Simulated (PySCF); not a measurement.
A run for PySCF: R-B3LYP/6-31G* on H2OSSi (SMILES O[Si]S), a point of a torsion scan.

```python
from pyscf import gto, scf, dft, mp
from pyscf.data.elements import chemcore

mol = gto.M(
    atom='''
    O    -1.30225041    0.32267871   -0.58098031
    Si    0.05993734   -0.53068294   -0.81455294
    S    -0.35301995   -1.47183293   -2.75938578
    H    -2.13676303    0.12976751   -0.16785077
    H    -1.54218726   -0.92106015   -2.96756089
    ''',
    basis='6-31g*',
    cart=True,
    charge=0, spin=0, verbose=3, max_memory=1800)
mf = dft.RKS(mol, xc='b3lyp')
mf.conv_tol = 1e-8
mf.max_cycle = 100
mf.kernel()
if not mf.converged:
    mf = mf.newton().run(mf.mo_coeff, mf.mo_occ)
```

Program output:

```
converged SCF energy = -764.130939455637
```

The run converged.

Cost: roughly 4 core-seconds.
